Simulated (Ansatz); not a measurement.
Input file for Ansatz (a quantum-chemistry and plane-wave program): R-B2PLYP/def2-TZVPP on O2W (SMILES [O]=[W]=[O]), 2S+1 = 1, a spin state set in the input, which need not be the lowest. Elements past Kr take the def2 small-core potentials; no spin–orbit coupling.

Ansatz 0.2 input:
```yaml
crystal:
  periodic: [false, false, false]
  atoms:
    - {symbol: W, position_ang: [0.39958473, -0.33504770, 0.40427263]}
    - {symbol: O, position_ang: [0.80379659, 0.35270792, -1.08427937]}
    - {symbol: O, position_ang: [-1.23655004, 0.02971138, 0.60968710]}
basis:
  gaussian:
    orbitals: def2-TZVPP
hamiltonian:
  xc: {name: B2PLYP}
magnetization: {spin_polarized: false}
correlation: {electrons: valence}
```

Problem. Give the final energy of this run.

Solution. -217.4378 hartree.
